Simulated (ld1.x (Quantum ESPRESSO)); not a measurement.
## u(r) = r·R(r): atom against pseudo-atom (Ag)

Columns: radius, all-electron u(r) and pseudo u(r) of the 4d shell (level -28.81 eV) of silver in the configuration [Ar] 3d10 4s2 4p6 4d9 5s0 5p0; revPBE, scalar-relativistic, RRKJ scheme, ld1.x (Quantum ESPRESSO) 7.5.

```json
{"r (bohr)": "0.082", "all-electron": "0.1606", "pseudo": "-0.0025"}
{"r (bohr)": "0.165", "all-electron": "0.4188", "pseudo": "-0.0194"}
{"r (bohr)": "0.248", "all-electron": "0.4592", "pseudo": "-0.0622"}
{"r (bohr)": "0.330", "all-electron": "0.3055", "pseudo": "-0.1357"}
{"r (bohr)": "0.413", "all-electron": "0.0562", "pseudo": "-0.2410"}
{"r (bohr)": "0.495", "all-electron": "-0.2050", "pseudo": "-0.3682"}
{"r (bohr)": "0.578", "all-electron": "-0.4407", "pseudo": "-0.5087"}
{"r (bohr)": "0.660", "all-electron": "-0.6279", "pseudo": "-0.6452"}
{"r (bohr)": "0.742", "all-electron": "-0.7660", "pseudo": "-0.7663"}
{"r (bohr)": "0.825", "all-electron": "-0.8591", "pseudo": "-0.8628"}
{"r (bohr)": "0.908", "all-electron": "-0.9125", "pseudo": "-0.9273"}
{"r (bohr)": "0.990", "all-electron": "-0.9345", "pseudo": "-0.9587"}
{"r (bohr)": "1.072", "all-electron": "-0.9333", "pseudo": "-0.9613"}
{"r (bohr)": "1.155", "all-electron": "-0.9150", "pseudo": "-0.9408"}
{"r (bohr)": "1.238", "all-electron": "-0.8848", "pseudo": "-0.9043"}
{"r (bohr)": "1.320", "all-electron": "-0.8471", "pseudo": "-0.8593"}
{"r (bohr)": "1.402", "all-electron": "-0.8047", "pseudo": "-0.8106"}
{"r (bohr)": "1.485", "all-electron": "-0.7590", "pseudo": "-0.7610"}
{"r (bohr)": "1.568", "all-electron": "-0.7123", "pseudo": "-0.7125"}
{"r (bohr)": "1.650", "all-electron": "-0.6662", "pseudo": "-0.6662"}
{"r (bohr)": "1.733", "all-electron": "-0.6205", "pseudo": "-0.6205"}
{"r (bohr)": "1.815", "all-electron": "-0.5767", "pseudo": "-0.5767"}
{"r (bohr)": "1.898", "all-electron": "-0.5342", "pseudo": "-0.5342"}
{"r (bohr)": "1.980", "all-electron": "-0.4943", "pseudo": "-0.4943"}
{"r (bohr)": "2.062", "all-electron": "-0.4566", "pseudo": "-0.4566"}
{"r (bohr)": "2.145", "all-electron": "-0.4207", "pseudo": "-0.4207"}
```

Problem. How many radial nodes do the two functions have?

Solution. The all-electron 4d function has n − l − 1 = 1; the pseudo-wave has 0, since the states of the same l below it are removed with the core.

Problem. At about which radius was the pseudo-wave matched?

Solution. 1.65 bohr, where the columns begin to agree (steps of 0.08 bohr).

Problem. Where does each function peak?

Solution. Outermost all-electron maximum near 0.99 bohr, pseudo maximum near 1.07 bohr (to the table’s step).

Problem. Is the pseudo-wave norm-conserving?

Solution. Yes: the RRKJ scheme keeps the norm inside the radius equal to the all-electron one, which fixes the energy derivative of the logarithmic derivative at the level.
